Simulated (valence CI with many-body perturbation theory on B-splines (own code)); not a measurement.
# E1 transitions of I XXII

Computed by relativistic CI+MBPT: four valence electrons over a frozen Dirac-Fock core [Ar] 3d10, a basis of 11 s, 11 p, 9 d, 7 f, 5 g, 2 h, 1 i functions for each j, with the one-electron correlation potential Σ1, the two-electron term Σ2, the three-electron term Σ3, Breit, model QED; selected CI, second order for the rest (own B-spline code, finite nucleus).

No measured spectrum was set against this ion. As an estimate, levels hold to about 250 cm⁻¹ or 0.2 % of their energy and the worst to 1 %, as in measured heavy ions of charge 2 to 7; those with d or f electrons hold less well.

Lines 201 to 226 of 226 in falling wavelength, among levels below 179.60 eV, chosen from the strongest by gf and those to the six lowest levels. Wavelengths and rates use the calculated energies, so an error of 1000 cm⁻¹ moves a line at 116.9 Å by 0.12 % and its rate by three times that or more. Electric multipoles are in the length gauge, E1 and E2 with the static RPA response of the core. Weak lines are less certain than strong ones. Lines between different terms over intervals too small for the method are left out, as are lines whose strength nearly cancels. Where a level lies close to another of its J and parity, the split of strength between their lines is uncertain. The highest levels of a list are the least certain.

Levels are named by their leading jj configuration (3d3/2^4 stands for four electrons in 3d with j = 3/2), which in mixed levels can hold well under half, so a name can repeat and another be missing. Letters in brackets count levels of one name in rising energy.

```
λ vac (Å)                           Upper                       Lower   A (s⁻¹)  S (a.u.) with core polarisation  S without
    116.9      (4s 4p3/2^2 4d3/2) J=1 [a]      (4s 4p1/2^2 4p3/2) J=1  8.45e+10                         2.00e-01   2.16e-01
    116.5  (4s 4p1/2 4p3/2 4d5/2) J=2 [d]  (4s 4p1/2 4p3/2^2) J=2 [a]  5.31e+10                         2.07e-01   2.24e-01
    116.5      (4s 4p3/2^2 4d3/2) J=1 [b]  (4s 4p1/2 4p3/2^2) J=2 [a]  6.78e+10                         1.59e-01   1.71e-01
    115.9          (4s 4p3/2^2 4d3/2) J=2      (4s 4p1/2^2 4p3/2) J=1  1.39e+10                         5.35e-02   5.77e-02
    115.6  (4s 4p1/2 4p3/2 4d5/2) J=2 [c]      (4s 4p1/2^2 4p3/2) J=1  2.54e+10                         9.66e-02   1.04e-01
    115.5          (4s^2 4p3/2 4d5/2) J=2      (4s^2 4p1/2 4p3/2) J=1  2.29e+10                         8.71e-02   9.39e-02
    112.7  (4s 4p1/2 4p3/2 4d5/2) J=3 [c]      (4s 4p1/2^2 4p3/2) J=2  3.69e+10                         1.83e-01   1.97e-01
    112.5  (4s 4p1/2 4p3/2 4d3/2) J=1 [c]      (4s 4p1/2^2 4p3/2) J=2  3.64e+09                         7.68e-03   8.29e-03
    112.1          (4s^2 4p3/2 4d5/2) J=3      (4s^2 4p1/2 4p3/2) J=2  5.26e+10                         2.56e-01   2.76e-01
    112.0      (4s 4p3/2^2 4d3/2) J=1 [b]      (4s 4p1/2^2 4p3/2) J=1  2.45e+10                         5.09e-02   5.49e-02
    111.7  (4s 4p1/2 4p3/2 4d5/2) J=3 [d]      (4s 4p1/2^2 4p3/2) J=2  2.72e+10                         1.31e-01   1.41e-01
    110.7  (4s 4p1/2 4p3/2 4d5/2) J=1 [b]      (4s 4p1/2^2 4p3/2) J=2  2.30e+09                         4.62e-03   5.00e-03
    110.1          (4s^2 4p3/2 4d5/2) J=1      (4s^2 4p1/2 4p3/2) J=2  5.12e+07                         1.01e-04   1.07e-04
    108.9  (4s 4p1/2 4p3/2 4d3/2) J=2 [d]      (4s 4p1/2^2 4p3/2) J=2  3.57e+09                         1.14e-02   1.23e-02
    108.1  (4s 4p1/2 4p3/2 4d5/2) J=2 [b]      (4s 4p1/2^2 4p3/2) J=2  3.61e+08                         1.12e-03   1.22e-03
    108.0  (4s 4p1/2 4p3/2 4d5/2) J=3 [e]      (4s 4p1/2^2 4p3/2) J=2  8.27e+09                         3.60e-02   3.87e-02
    108.0      (4s 4p3/2^2 4d3/2) J=1 [a]      (4s 4p1/2^2 4p3/2) J=2  9.83e+08                         1.83e-03   1.98e-03
    107.9          (4s^2 4p3/2 4d5/2) J=1      (4s^2 4p1/2 4p3/2) J=1  6.09e+09                         1.13e-02   1.22e-02
    107.3  (4s 4p1/2 4p3/2 4d5/2) J=1 [c]      (4s 4p1/2^2 4p3/2) J=2  3.54e+08                         6.47e-04   6.99e-04
    107.1          (4s 4p3/2^2 4d3/2) J=2      (4s 4p1/2^2 4p3/2) J=2  6.90e+08                         2.09e-03   2.26e-03
    106.8  (4s 4p1/2 4p3/2 4d5/2) J=2 [c]      (4s 4p1/2^2 4p3/2) J=2  4.80e+08                         1.45e-03   1.55e-03
    105.4          (4s 4p3/2^2 4d3/2) J=3      (4s 4p1/2^2 4p3/2) J=2  2.98e+09                         1.20e-02   1.30e-02
    105.1          (4s^2 4p3/2 4d3/2) J=1          (4s^2 4p1/2^2) J=0  3.75e+08                         6.45e-04   6.94e-04
    103.8  (4s 4p1/2 4p3/2 4d5/2) J=2 [d]      (4s 4p1/2^2 4p3/2) J=2  4.82e+09                         1.33e-02   1.44e-02
    103.7      (4s 4p3/2^2 4d3/2) J=1 [b]      (4s 4p1/2^2 4p3/2) J=2  8.13e+08                         1.34e-03   1.45e-03
    97.34          (4s^2 4p3/2 4d5/2) J=1          (4s^2 4p1/2^2) J=0  1.79e+09                         2.44e-03   2.64e-03
```
